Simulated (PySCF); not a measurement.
C3H5NSi2, SMILES N1=C([SiH2][SiH2]1)C#C. Heavy atoms are numbered as in [CH:1]#[C:2][C:3]1=[N:4][SiH2:5][SiH2:6]1. Hydrogens are named by the atom that carries them.

Geometry: ωB97X-D3(BJ)/def2-SVP. This is a generated structure with no PubChem entry under its InChIKey; it may be hypothetical.

Calculation: PBE/pcSseg-1 (PySCF).

GIAO shieldings, no solvent; atoms alike by connectivity are averaged. δ = σ(ref) − σ: ¹³C against TMS (σ = 182.0 ppm); ¹⁵N against NH3 (σ = 267.0 ppm); ²⁹Si against TMS (σ = 335.4 ppm); ¹H against TMS (σ = 31.49 ppm), references at their B3LYP-D3(BJ)/def2-TZVP geometries, non-relativistic.

Computed chemical shifts:
```tsv
nucleus	atoms	count	δ (ppm)
¹³C	C3	1	200.9
¹³C	C1 (CH)	1	93.0
¹³C	C2	1	91.8
¹⁵N	N4	1	561.3
²⁹Si	Si6 (SiH2)	1	-22.1
²⁹Si	Si5 (SiH2)	1	-31.2
¹H	H on Si6	2	6.14
¹H	H on Si5	2	5.73
¹H	H on C1	1	3.97
```
